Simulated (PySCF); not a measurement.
Species: C₄HO₃ (charge -1).
Numbering: `[O:1]=[CH:2][C:3]#[C:4][C:5](=[O:6])[O-:7]` (hydrogens: H8 on C2)

Cartesian coordinates in Å at the PBE0-D3(BJ)/def2-SVP level; atoms count from 1:
```xyz
8
C4HO3 angstrom
O      2.7968   -0.8814   -0.1824
C      2.0342   -0.2020    0.4795
C      0.6206   -0.1212    0.3591
C     -0.5994    0.0204    0.3130
C     -2.1000    0.2028    0.2609
O     -2.4610    1.0907   -0.5204
O     -2.7224   -0.5600    1.0084
H      2.4403    0.4601    1.2922
```

Level: CAM-B3LYP/def2-SVPD in PySCF, non-relativistic, on one gas-phase PBE0-D3(BJ)/def2-SVP geometry that isn't relaxed in the solvent. The solvent is an IEF-PCM continuum (Bondi radii, 1.10 Å for H, scaled by 1.2). Specific hydrogen bonds and non-electrostatic terms are outside this model.

Gas phase at CAM-B3LYP/def2-SVPD: HOMO -4.19 eV, LUMO 2.80 eV.

Problem. What does the continuum do to the energy and the frontier levels at CAM-B3LYP/def2-SVPD in chloroform and dimethylsulfoxide?

Solution. 
| solvent | ε | E(solvent) − E(gas) (kcal/mol) | polarisation term (kcal/mol) | distortion of the solute (kcal/mol) | HOMO (eV) | LUMO (eV) |
| --- | --- | --- | --- | --- | --- | --- |
| chloroform | 4.711 | -45.16 | -46.71 | 1.55 | -7.80 | -0.13 |
| dimethylsulfoxide | 46.83 | -57.26 | -60.19 | 2.93 | -8.70 | -0.80 |

Polarisation term: ½ Σ q·V over the induced surface charges. Distortion: the rise of the solute's own energy as its density leaves the gas-phase optimum. From chloroform to dimethylsulfoxide the lowering changes by a factor 1.27, Born's factor 1 − 1/ε by 1.24 and ε itself by 9.9.

Problem. Which radius a makes Born's formula ΔE = −(q²/2a)(1 − 1/ε) give the value in dimethylsulfoxide?

Solution. a = q²(1 − 1/ε)/(2|ΔE|) = 2.84 Å, with q = -1 e and |ΔE| = 0.0913 Eh; the farthest nucleus lies 2.98 Å from the centroid of the nuclei. The formula assumes a point charge at the centre of a sphere.

Problem. How does the static polarisability (CAM-B3LYP/def2-SVPD, frozen core, with the continuum's full static response) change?

Solution. 
```
           medium  isotropic (au)  principal values (au)  ⟨r²⟩ of the electrons (bohr²)
              gas            71.6      46.7, 54.1, 114.0                         1045.6
       chloroform            83.7      54.9, 64.5, 131.6                         1045.1
dimethylsulfoxide            89.3      59.7, 70.1, 138.2                         1045.2
```

The isotropic value in dimethylsulfoxide is 1.25 times the gas-phase one; no cavity-field correction is applied. ⟨r²⟩ is taken about the centre of nuclear charge.

Cost: about 40 s of CPU time on one thread; the machine was shared, so the figure is rough. This is the whole response run at CAM-B3LYP/def2-SVPD in dimethylsulfoxide, SCF included.
